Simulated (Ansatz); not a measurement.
C2HF2O2 (SMILES O=C(O)[C](F)F) moved off its minimum; all values from Ansatz (a program for electronic structure), cores frozen in correlated methods. Open shells are unrestricted.
(charge 0, multiplicity 2)
```xyz
7

O      0.98288     1.48913     0.04451
C      0.68510     0.34395     0.06525
O      1.61789    -0.67799     0.11094
C     -0.61266    -0.14859    -0.03860
F     -1.65051     0.63469    -0.15899
F     -0.93624    -1.39558    -0.03987
H      2.46119    -0.30150     0.21679
```

Forces at B3LYP/def2-TZVPP (eV/Å):

```
atom      Fx      Fy      Fz
----  ------  ------  ------
O1     0.406   2.578   0.138
C2     1.787  -2.055  -0.238
O3    -2.409  -0.814  -0.061
C4    -1.425   0.072  -0.059
F5     0.002   0.251   0.017
F6    -0.123  -1.012   0.021
H7     1.761   0.979   0.181
```

Task: Give the forces (eV/Å), the total energy and the dipole at CCSD(T)/aug-cc-pVDZ.

Result: 
| atom | Fx | Fy | Fz |
|---|---|---|---|
| O1 | 0.698 | 3.912 | 0.116 |
| C2 | 2.071 | -2.687 | -0.164 |
| O3 | -2.462 | -1.407 | -0.087 |
| C4 | -1.344 | 0.132 | -0.048 |
| F5 | -0.663 | 0.799 | -0.060 |
| F6 | -0.315 | -1.926 | 0.026 |
| H7 | 2.015 | 1.178 | 0.217 |
Energy -426.0128 hartree, dipole 1.25 D.
